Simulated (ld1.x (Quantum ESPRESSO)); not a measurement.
**An all-electron radial function and its pseudo partner (Au (Z = 79))**

Columns: radius, all-electron u(r) and pseudo u(r) of the 5d shell (level -15.24 eV) of gold in the configuration [Kr] 4d10 4f14 5s2 5p6 5d10 6s0 6p0; revPBE, scalar-relativistic, TM scheme, ld1.x (Quantum ESPRESSO) 7.5.

```csv
r (bohr),all-electron,pseudo
0.100,0.2793,0.0025
0.200,-0.0336,0.0193
0.300,-0.3762,0.0616
0.400,-0.3801,0.1348
0.500,-0.1663,0.2375
0.600,0.1116,0.3614
0.700,0.3689,0.4937
0.800,0.5725,0.6197
0.900,0.7171,0.7265
1.000,0.8086,0.8058
1.100,0.8573,0.8545
1.200,0.8737,0.8741
1.300,0.8668,0.8695
1.400,0.8440,0.8472
1.500,0.8107,0.8132
1.600,0.7710,0.7724
1.700,0.7278,0.7283
1.800,0.6831,0.6832
1.900,0.6382,0.6382
2.000,0.5942,0.5942
2.100,0.5516,0.5516
2.200,0.5109,0.5109
2.300,0.4722,0.4722
2.400,0.4357,0.4357
2.500,0.4015,0.4015
2.600,0.3696,0.3696
```

**Question.** How many radial nodes do the two functions have?

**Answer.** The all-electron 5d function has n − l − 1 = 2; the pseudo-wave has 0, since the states of the same l below it are removed with the core.

**Question.** At about which radius was the pseudo-wave matched?

**Answer.** 2.00 bohr. The columns agree to 0.0005 from 1.70 bohr on; several derivatives are matched, so the curves merge somewhat inside the radius.

**Question.** Is the pseudo-wave norm-conserving?

**Answer.** Yes: the TM scheme keeps the norm inside the radius equal to the all-electron one, which fixes the energy derivative of the logarithmic derivative at the level.
